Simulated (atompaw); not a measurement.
**erbium: PAW (atompaw) pseudisation with LDA (PW92), scalar-relativistic reference atom.**

erbium, PAW, made with atompaw 4.2.0.5 (LDA (PW92), scalar-relativistic). Core [Kr] 4d10, reference 4f12 5s2 5p6 5d0 6s1.5 6p0 (charge +0.5). Waves: 5s (bound): rc 2.00 bohr; 6s (bound): rc 3.00 bohr; 5p (bound): rc 1.95 bohr; 6p (bound, empty): rc 3.00 bohr; 5d (bound, empty): rc 3.00 bohr; 5d channel at 0.85 Ry: rc 3.00 bohr; 4f (bound): rc 1.05 bohr; 4f channel at -0.05 Ry: rc 1.05 bohr. Local part: vpsmatchnc scheme with l = 4 at 0 Ry, radius 2.70 bohr. Core correction: smooth core density matched at 2.85 bohr. Augmentation charge: sinc compensation charge, radius 2.30 bohr; PAW radius 3.00 bohr; waves and projectors: custom rrkj gramschmidtortho.

All-electron outer shells of the reference configuration (LDA (PW92), scalar-relativistic, ld1.x):

```json
{"shell": "4p", "level (eV)": "-317.10", "outermost node (bohr)": "0.27", "outermost maximum (bohr)": "0.49"}
{"shell": "4d", "level (eV)": "-168.37", "outermost node (bohr)": "0.25", "outermost maximum (bohr)": "0.51"}
{"shell": "5s", "level (eV)": "-55.24", "outermost node (bohr)": "0.60", "outermost maximum (bohr)": "1.11"}
{"shell": "5p", "level (eV)": "-29.73", "outermost node (bohr)": "0.65", "outermost maximum (bohr)": "1.28"}
{"shell": "6s", "level (eV)": "-6.57", "outermost node (bohr)": "1.51", "outermost maximum (bohr)": "3.22"}
{"shell": "4f", "level (eV)": "-6.53", "outermost node (bohr)": "–", "outermost maximum (bohr)": "0.51"}
{"shell": "5d", "level (eV)": "-3.86", "outermost node (bohr)": "0.73", "outermost maximum (bohr)": "2.05"}
{"shell": "6p", "level (eV)": "-3.30", "outermost node (bohr)": "1.85", "outermost maximum (bohr)": "4.34"}
```

Q: Does this generation succeed?

A: No. atompaw 4.2.0.5 stopped with "atompaw: The overlap operator has at least one negative eigenvalue!": the overlap operator built from these waves and projectors is not positive definite.
